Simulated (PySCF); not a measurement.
## Calculated data, CH$_{6}$AlN$_{2}$, CH$_{5}$Al$_{2}$N, CH$_{4}$AlN

Calculation on a computer-drawn molecule: the log of a Hartree-Fock and frozen-core CCSD(T) single point meant for a local Hartree-Fock minimum, with one planted fault or none, to be diagnosed. Offsets are logged minus clean, where the clean run is the same molecule without the fault. The reference is restricted for singlets and unrestricted otherwise, and also for a bond in bohr or an excited solution. Adding or removing an electron swaps singlet and doublet. The excited solution moves the top pair (singlet) or top alpha electron (doublet) to the lowest empty orbital. Highest occupied and lowest empty are orbital energies over both spins, largest force is the largest gradient component, triples share is (T) over the correlation energy, the T1 limit is 0.02 restricted and 0.045 unrestricted, electrons count all cores, a negative frequency is imaginary (commonest isotopes), and the dipole is about the centre of nuclear charge. Program: PySCF 2.14.0.

Common to all runs: meant charge 0; meant basis cc-pV(D+d)Z; logged SCF converged yes; possible faults no fault, one electron removed, one electron added, multiplicity raised by two, geometry at a saddle point, SCF held on an excited solution, minimal basis STO-3G, one bond length entered in bohr, all coordinates scaled.

(1) 
```xyz
10
formula=CH6AlN2 meant_multiplicity=2 logged_electrons=38 logged_basis_functions=95 logged_spin_squared=0 logged_highest_occupied=-14.88 logged_lowest_empty=-6.6783 logged_largest_force=0.076501 logged_T1_diagnostic=0.015486 logged_D1_diagnostic=0.054384 logged_triples_share=0.027812 logged_CC_converged=yes logged_dipole_magnitude=5.5939 logged_SCF_stable_within_its_kind=yes logged_energy_HF=-391.9483 logged_energy_CCSD(T)=-392.53731 planted_fault=one_electron_removed HF_energy_offset_from_clean_run=170 CCSD(T)_energy_offset_from_clean_run=170.2
C      0.9723     0.0259    -1.2960
N      2.1959     0.2513    -0.5503
Al     2.4940     0.2114     1.2010
N      1.1543    -0.1501     2.3063
H      0.6744     0.9029    -1.8814
H      1.0559    -0.8206    -1.9866
H      0.1496    -0.1979    -0.6139
H      2.9629     0.4576    -1.1636
H      0.2032    -0.3430     2.0513
H      1.2446    -0.1908     3.3040
```

Units: logged_highest_occupied, logged_lowest_empty in eV; logged_largest_force in hartree/bohr; logged_dipole_magnitude in debye; logged_energy_HF, logged_energy_CCSD(T) in hartree; HF_energy_offset_from_clean_run, CCSD(T)_energy_offset_from_clean_run in kcal/mol.

Drawn bonds:
| atom | other atom | order |
| --- | --- | --- |
| 1 | 2 | 1 |
| 2 | 3 | 1 |
| 3 | 4 | 1 |
| 1 | 5 | 1 |
| 1 | 6 | 1 |
| 1 | 7 | 1 |
| 2 | 8 | 1 |
| 4 | 9 | 1 |
| 4 | 10 | 1 |

(2) 
```xyz
9
formula=CH5Al2N meant_multiplicity=1 logged_electrons=44 logged_basis_functions=99 logged_spin_squared=0 logged_highest_occupied=-4.303 logged_lowest_empty=-2.6588 logged_largest_force=0.018989 logged_dipole_magnitude=0.97323 logged_SCF_stable_within_its_kind=no logged_energy_HF=-578.79785 planted_fault=SCF_held_on_an_excited_solution HF_energy_offset_from_clean_run=188.2
C     -0.7333    -0.8609     0.4635
N     -0.1720     0.4984     0.5613
Al     0.3643     1.3028    -0.9816
Al    -0.0230     1.3258     2.1371
H     -0.1496    -1.5899     1.0321
H     -1.7632    -0.9089     0.8276
H     -0.7534    -1.2200    -0.5731
H      0.5970     2.7810     2.0984
H     -0.4868     0.6339     3.4788
```

Units: logged_highest_occupied, logged_lowest_empty in eV; logged_largest_force in hartree/bohr; logged_dipole_magnitude in debye; logged_energy_HF in hartree; HF_energy_offset_from_clean_run in kcal/mol.

Drawn bonds:
| atom | other atom | order |
| --- | --- | --- |
| 1 | 2 | 1 |
| 2 | 3 | 1 |
| 2 | 4 | 1 |
| 1 | 5 | 1 |
| 1 | 6 | 1 |
| 1 | 7 | 1 |
| 4 | 8 | 1 |
| 4 | 9 | 1 |

Notes: coupled-cluster numbers left out as unreliable.

(3) 
```xyz
9
formula=CH5Al2N meant_multiplicity=1 logged_electrons=45 logged_basis_functions=99 logged_spin_squared=0.7775 logged_highest_occupied=0.44601 logged_lowest_empty=5.4789 logged_largest_force=0.028194 logged_T1_diagnostic=0.020996 logged_D1_diagnostic=0.064303 logged_triples_share=0.032237 logged_CC_converged=yes logged_dipole_magnitude=8.0083 logged_SCF_stable_within_its_kind=yes logged_energy_HF=-579.06077 logged_energy_CCSD(T)=-579.56535 planted_fault=one_electron_added HF_energy_offset_from_clean_run=23.2 CCSD(T)_energy_offset_from_clean_run=15.62
C     -0.7333    -0.8609     0.4635
N     -0.1720     0.4984     0.5613
Al     0.3643     1.3028    -0.9816
Al    -0.0230     1.3258     2.1371
H     -0.1496    -1.5899     1.0321
H     -1.7632    -0.9089     0.8276
H     -0.7534    -1.2200    -0.5731
H      0.5970     2.7810     2.0984
H     -0.4868     0.6339     3.4788
```

Units: logged_highest_occupied, logged_lowest_empty in eV; logged_largest_force in hartree/bohr; logged_dipole_magnitude in debye; logged_energy_HF, logged_energy_CCSD(T) in hartree; HF_energy_offset_from_clean_run, CCSD(T)_energy_offset_from_clean_run in kcal/mol.

Drawn bonds:
| atom | other atom | order |
| --- | --- | --- |
| 1 | 2 | 1 |
| 2 | 3 | 1 |
| 2 | 4 | 1 |
| 1 | 5 | 1 |
| 1 | 6 | 1 |
| 1 | 7 | 1 |
| 4 | 8 | 1 |
| 4 | 9 | 1 |

Notes: highest electron not bound in this basis.

(4) 
```xyz
7
formula=CH4AlN meant_multiplicity=1 logged_electrons=29 logged_basis_functions=71 logged_spin_squared=0.7634 logged_highest_occupied=-15.988 logged_lowest_empty=-5.5102 logged_largest_force=0.079662 logged_T1_diagnostic=0.021714 logged_D1_diagnostic=0.082863 logged_triples_share=0.025952 logged_CC_converged=yes logged_dipole_magnitude=3.2124 logged_SCF_stable_within_its_kind=yes logged_energy_HF=-336.26289 logged_energy_CCSD(T)=-336.63079 planted_fault=one_electron_removed HF_energy_offset_from_clean_run=147.9 CCSD(T)_energy_offset_from_clean_run=184.3
C     -2.9320    -0.3556     1.1916
N     -1.6188    -0.5463     0.6970
Al    -0.1399    -0.7610     0.1402
H     -2.9727    -0.4145     2.2864
H     -3.3394     0.6239     0.9123
H     -3.6304    -1.1097     0.8082
H      1.2992    -0.9701    -0.4016
```

Units: logged_highest_occupied, logged_lowest_empty in eV; logged_largest_force in hartree/bohr; logged_dipole_magnitude in debye; logged_energy_HF, logged_energy_CCSD(T) in hartree; HF_energy_offset_from_clean_run, CCSD(T)_energy_offset_from_clean_run in kcal/mol.

Drawn bonds:
| atom | other atom | order |
| --- | --- | --- |
| 1 | 2 | 1 |
| 2 | 3 | 2 |
| 1 | 4 | 1 |
| 1 | 5 | 1 |
| 1 | 6 | 1 |
| 3 | 7 | 1 |

(5) 
```xyz
7
formula=CH4AlN meant_multiplicity=1 logged_electrons=30 logged_basis_functions=71 logged_spin_squared=0 logged_highest_occupied=-8.6172 logged_lowest_empty=2.2916 logged_largest_force=0.013874 logged_T1_diagnostic=0.023808 logged_D1_diagnostic=0.063379 logged_triples_share=0.035069 logged_CC_converged=yes logged_dipole_magnitude=2.6505 logged_SCF_stable_within_its_kind=yes logged_energy_HF=-336.49756 logged_energy_CCSD(T)=-336.92087 planted_fault=all_coordinates_scaled,by_-1.2_% HF_energy_offset_from_clean_run=0.6902 CCSD(T)_energy_offset_from_clean_run=2.268
C     -2.8968    -0.3513     1.1773
N     -1.5993    -0.5398     0.6886
Al    -0.1382    -0.7519     0.1385
H     -2.9370    -0.4095     2.2590
H     -3.2994     0.6165     0.9014
H     -3.5869    -1.0964     0.7985
H      1.2836    -0.9585    -0.3968
```

Units: logged_highest_occupied, logged_lowest_empty in eV; logged_largest_force in hartree/bohr; logged_dipole_magnitude in debye; logged_energy_HF, logged_energy_CCSD(T) in hartree; HF_energy_offset_from_clean_run, CCSD(T)_energy_offset_from_clean_run in kcal/mol.

Drawn bonds:
| atom | other atom | order |
| --- | --- | --- |
| 1 | 2 | 1 |
| 2 | 3 | 2 |
| 1 | 4 | 1 |
| 1 | 5 | 1 |
| 1 | 6 | 1 |
| 3 | 7 | 1 |

Notes: T1 above single-reference limit.
